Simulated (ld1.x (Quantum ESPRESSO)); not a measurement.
Cr: one change to a TM potential, before and after

ld1.x (Quantum ESPRESSO) 7.5 input, shortened:

```
&input
   title='Cr', zed=24., rel=2, dft='PBESOL', iswitch=3,
   config='[Ar] 3d4 4s0 4p0', rel_dist='average'
 /
 &inputp
   pseudotype=2, tm=.true., lloc=2,
   nlcc=.true., new_core_ps=.true.
 /
3
4S  1  0   0.00   0.00  2.50  2.50  0.0
4P  2  1   0.00   0.00  2.30  2.30  0.0
3D  3  2   4.00   0.00  1.30  1.30  0.0
 &test
   configts(1)='3d4 4s0 4p0'
 /
```

Open shells are filled in proportion to 2j + 1 (rel_dist='average').

All-electron outer shells of the reference configuration (PBEsol, scalar-relativistic, ld1.x):

```
shell  level (eV)  outermost node (bohr)  outermost maximum (bohr)
   3p      -66.31                   0.33                      0.80
   3d      -22.81                      –                      0.82
   4s      -18.42                   1.10                      2.36
   4p      -13.23                   1.20                      2.78
```

Change: wave 3d (bound): rc 1.30 bohr becomes 3d (bound): rc 1.58 bohr.

Cutoffs: the cutoffs (Ry, on a coarse ladder) from which the occupation-weighted sum of valence levels, in a spherical-Bessel basis at the reference potential, stays within 10 and 1 mRy of its value at 400 Ry; they do not see the model core or the augmentation charge, which bear on the density cutoff. Errors are all-electron minus pseudo energies relative to the spin-unpolarised reference configuration.

Question: How do hardness, ghosts and transferability respond?

Answer: The potential gets softer (120 Ry and 140 Ry → 90 Ry and 110 Ry); both files keep a bound ghost (p, s); of the 7 tests that both files solve, the error grows in 3 and shrinks in 0 by more than 15 % and 0.3 meV (median size 88.3 → 102.2 meV). A larger radius leaves more room for a smooth pseudo-wave, so fewer plane waves are needed. More of the atom is replaced by a form fitted at one configuration, so other configurations suffer.

| quantity | base | changed |
| --- | --- | --- |
| cutoff, loose | 120 Ry | 90 Ry |
| cutoff, tight | 140 Ry | 110 Ry |
| bound ghosts | s, p1/2, p3/2 | s, p3/2, p1/2 |
| largest miss of a reference level, eV | 0.06 | 0.06 |
| error for 3d5 4s1 4p0, meV [ΔE -22.89 eV] | -49 | -64 |
| error for 3d5 4s0 4p0, meV [ΔE -16.01 eV] | -140 | -150 |
| error for 3d3 4s0 4p0, meV [ΔE 30.70 eV] | -402 | -390 |
| error for 3d5 4s0.5 4p0, meV [ΔE -20.18 eV] | -88 | -102 |
| error for 3d4 4s1 4p0, meV [ΔE -14.88 eV] | -13 | -12 |
| error for 3d2 4s0 4p0, meV [ΔE 79.02 eV] | -2124 | -1949 |
| error for 3d5 4s0 4p1, meV [ΔE -19.74 eV] | -77 | -92 |
| s: phases at 2.69 bohr within 0.05 rad from the reference energy up to (Ry; the scan ends near 5) | 0.2 | 0.5 |
| p1/2: phases at 2.69 bohr within 0.05 rad from the reference energy up to (Ry; the scan ends near 5) | 1.4 | 2.0 |
| p3/2: phases at 2.69 bohr within 0.05 rad from the reference energy up to (Ry; the scan ends near 5) | 1.3 | 1.9 |
| d3/2: phases at 2.69 bohr within 0.05 rad from the reference energy up to (Ry; the scan ends near 5) | 0.2 | -0.1 |
| d5/2: phases at 2.69 bohr within 0.05 rad from the reference energy up to (Ry; the scan ends near 5) | 0.3 | -0.0 |

Base: These tests converged, but a pseudo level misses the all-electron one widely, so the file describes the atom poorly there or has found another state: 3d2 4s0 4p0: empty 4s by 11.9 eV. Changed file: These tests converged, but a pseudo level misses the all-electron one widely, so the file describes the atom poorly there or has found another state: 3d2 4s0 4p0: empty 4s by 10.0 eV. A true bound ghost makes a file unfit for plane-wave use even where its test errors are small: the radial tests pick states by their node count and pass the ghost by.
